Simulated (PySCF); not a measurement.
Atom-mapped SMILES (the numbers label the heavy atoms): `[O:1]=[C:2]([F:3])[c:4]1[cH:5][cH:6][cH:7][c:8]2[cH:9][cH:10][cH:11][cH:12][c:13]12` (H(Xn): hydrogen on atom n).

All values are calculated (PySCF 2.14): σ from GIAO-PBE/pcSseg-1, structure optimised with PBE0-D3(BJ)/def2-SVP, J: B3LYP/pcJ-1 (spin–dipole term only in couplings to heteroatoms). Non-relativistic, a single conformation, no solvent.

Referencing at the same level of theory: ¹H (σref 31.20) vs TMS.

The spectrum was simulated from the full spin Hamiltonian at 700 MHz with 1.0 Hz Lorentzian lines, from shifts rounded to 0.01 ppm and J to 0.1 Hz, couplings under 1 Hz left out.

Question: List the maxima of its ¹H spectrum with integrals.

Answer: 
```
region  integral (H)    ppm      Hz  height
     1             1  9.997  6998.0      99
     1                9.983  6988.1     100
     2             1  8.537  5976.2      35
     2                8.536  5975.2      56
     2                8.535  5974.2      35
     2                8.526  5967.9      36
     2                8.524  5966.9      58
     2                8.523  5965.8      36
     3             1  8.027  5619.1      58
     3                8.026  5618.2      58
     3                8.014  5610.0      62
     3                8.013  5609.1      62
     4             2  7.877  5514.2      54
     4                7.876  5513.3      58
     4                7.863  5504.2      94
     4                7.852  5496.7      38
     4                7.851  5495.8      34
     4                7.849  5494.5      33
     4                7.848  5493.5      29
     4                7.838  5486.7      34
     4                7.837  5485.8      31
     5             1  7.692  5384.2      57
     5                7.681  5376.4      55
     5                7.679  5375.0      55
     5                7.668  5367.3      44
     6             1  7.632  5342.7      52
     6                7.620  5334.2      69
     6                7.620  5333.7      68
     6                7.607  5325.2      48
```

Question: Summarise it as multiplets with assignments.

Answer: ¹H NMR (700 MHz, computed): δ 9.99 (d, J = 10.0 Hz, 1H, H(C12)), 8.53 (ddd, J = 8.4, 1.2, 1.0 Hz, 1H, H(C5)), 8.02 (dd, J = 9.1, 1.0 Hz, 1H, H(C7)), 7.87 (dd, J = 9.2, 1.0 Hz, 1H, H(C9)), 7.85 (ddd, J = 10.0, 7.7, 1.0 Hz, 1H, H(C11)), 7.68 (dd, J = 9.2, 7.7 Hz, 1H, H(C10)), 7.62 (t, J = 8.8 Hz, 1H, H(C6)). These are first-order names; overlap and second-order distortion can hide them in the list.

Multiplet labels drop couplings under 1 Hz and merge nearly equal ones. Unscaled 3J(H,H) at this level run about 10 % above measured values.
